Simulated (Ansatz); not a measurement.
Computed with Ansatz on PBE0-D4/def2-TZVP structures; ΔE is electronic, products minus reactants. CCSD(T)/CBS adds triple-zeta CCSD(T) − MP2 to the extrapolated MP2 energy (def2 sets, frozen cores). DFT in def2-TZVPP. B3LYP here is the variant with VWN-RPA as its local correlation; programs differ in this. Each species was taken in one conformer, which may not be the lowest.

Reaction (formal exchange of groups at the Al–C bond): `[NH2][AlH][CH]=S` + `O[SiH2]C(F)Cl` → `[NH2][AlH][SiH2]O` + `FC(Cl)C=S`

| level | ΔE (kJ/mol) |
| --- | --- |
| PBE | 7.9 |
| B3LYP | 22.3 |
| CCSD/def2-TZVPP | 25.7 |
| CCSD(T)/def2-TZVPP | 24.7 |

Problem. What does CCSD(T)/CBS give? (Estimate.)

Solution. Computed: +28.6 kJ/mol. The listed levels differ from it by -20.7, -6.3, -2.9, -3.9 kJ/mol.

Largest T1 diagnostic among the species: 0.015.

From PBE to PBE0 (25 % exact exchange), in def2-TZVPP and without D4, ΔE moves by +4.5 kJ/mol.
